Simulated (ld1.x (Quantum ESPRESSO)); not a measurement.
# neodymium: one change to a TM potential, before and after

- Element: Nd
- Generator: ld1.x (Quantum ESPRESSO) 7.5
- Type: norm-conserving Troullier–Martins (Kleinman–Bylander form)
- Functional: PBE
- Relativity: scalar-relativistic
- Frozen core: [Kr] 4d10 4f3
- Valence charge: 11
- Reference configuration: 5s2 5p6 5d0 6s0 6p0 (charge +3)
- Partial waves: 5p (bound): rc 1.70 bohr; 5d (bound, empty): rc 2.95 bohr; 5s (bound): rc 1.85 bohr
- Local potential: the s channel
- Core correction: Bessel-smoothed model core inside 0.80 bohr

Change: reference 5s2 5p6 5d1 6s1.5 6p0 (6s counted twice).

Cutoffs: the cutoffs (Ry, on a coarse ladder) from which the occupation-weighted sum of valence levels, in a spherical-Bessel basis at the reference potential, stays within 10 and 1 mRy of its value at 400 Ry; they do not see the model core or the augmentation charge, which bear on the density cutoff. Errors are all-electron minus pseudo energies relative to the spin-unpolarised reference configuration.

Task: What does the change do?

Result: The potential gets neither clearly harder nor softer (55 Ry and 80 Ry → 55 Ry and 80 Ry); the miss of the reference levels goes from 0.00 to 0.21 eV; the number of tests that count goes from 7 to 6; the range in which the s phases agree widens (upper end -2.1 → -0.7); the range in which the p phases agree widens (upper end -1.0 → 0.4); neither file shows a bound ghost at the reference potential, the only one tested. In the changed file ld1.x takes every shell without a wave as core, so the model core holds the 6s electrons as well and exchange and correlation see them twice. This cancels in the reference configuration, but the file is broken for other ones, and its errors say nothing about a proper core correction.

```csv
quantity,base,changed
"cutoff, loose",55 Ry,55 Ry
"cutoff, tight",80 Ry,80 Ry
bound ghosts,none,none
"largest miss of a reference level, eV",0.00,0.21
"tests counted (converged, no solver errors)",7 of 7,6 of 7
s: phases at 3.20 bohr within 0.05 rad from the reference energy up to (Ry; the scan ends near 5),-2.1,-0.7
p: phases at 3.20 bohr within 0.05 rad from the reference energy up to (Ry; the scan ends near 5),-1.0,0.4
d: phases at 3.20 bohr within 0.05 rad from the reference energy up to (Ry; the scan ends near 5),0.4,1.9
```

Base: These tests converged, but a pseudo level misses the all-electron one widely, so the file describes the atom poorly there or has found another state: 5s2 5p6 5d1 6s0 6p0: empty 6p by 7.2 eV. Changed file: Tests not counted: 5s2 5p6 5d0 6s2 6p1 (solver errors, printed error -18.4 eV). These tests converged, but a pseudo level misses the all-electron one widely, so the file describes the atom poorly there or has found another state: 5s2 5p6 5d1 6s0 6p0: empty 6p by 7.2 eV; 5s2 5p6 5d0 6s2 6p0: empty 6p by 4.4 eV; 5s2 5p5 5d1 6s2 6p0: empty 6p by 4.5 eV.
